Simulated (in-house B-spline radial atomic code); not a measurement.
## How G0W0 and RPA depend on the start: the bismuth ion Bi⁴⁺

Configuration [Xe] 4f14 5d10 6s1, highest spin. Computed with an all-electron radial atomic-structure program (B-spline basis): all electrons, scalar-relativistic (spin-free one-electron X2C), finite nucleus, each spin shell either full or empty, empty states to l = 9 with an (l + 1/2)⁻⁴ tail; G0W0 by contour deformation at full frequency.

Without the two-electron picture change, the correlation of inner shells comes somewhat too large for so heavy an element.

RPA overbinds a lone outer s electron by self-correlation, and G0W0 tends to as well.

```tsv
start	mean-field 6s up (eV)	G0W0 (eV)	QP weight	RPA correlation (Eh)
Hartree-Fock	-54.50	-56.43	0.979	-6.7664
LDA VWN5	-51.79	-56.98	0.965	-7.2015
PBE	-51.32	-56.90	0.965	-7.1945
PBE0	-52.35	?	?	?
r2SCAN	-51.54	-56.81	0.967	-7.1172
HSE06	-51.94	-56.79	0.968	-7.0857
B3LYP (VWN-RPA)	-52.36	-56.86	0.968	-7.1033
SCAN	-51.62	-56.81	0.967	-7.1216
TPSS	-51.07	-56.87	0.965	-7.1759
BHandHLYP	-53.39	-56.69	0.973	-6.9703
CAM-B3LYP	-53.98	-56.81	0.972	-7.0644
LC-wPBE	-55.17	-56.73	0.975	-7.0797
wB97X	-54.43	-56.66	0.975	-7.0487
PBEsol	-51.42	?	?	?
BLYP	-51.37	-56.98	0.964	-7.1966
r2SCAN0	-52.59	-56.71	0.971	-7.0259
LDA exchange-only	-50.54	-57.06	0.964	-7.2011
```

Question: What G0W0 level, weight and RPA correlation energy follow from the PBEsol start?

Answer: G0W0 level -56.92 eV, weight 0.965, RPA correlation -7.1973 hartree.

Question: What G0W0 level, weight and RPA correlation energy follow from the PBE0 start?

Answer: G0W0 level -56.76 eV, weight 0.969, RPA correlation -7.0785 hartree.

Question: How much of the dependence on the start does G0W0 remove?

Answer: The mean-field levels span 4.62 eV and the G0W0 levels 0.632 eV. Against 54.856 ± 0.025 eV (NIST, measured) the G0W0 removal energies are off by +1.57 to +2.20 eV, with spin-orbit coupling, Breit and QED terms left out.
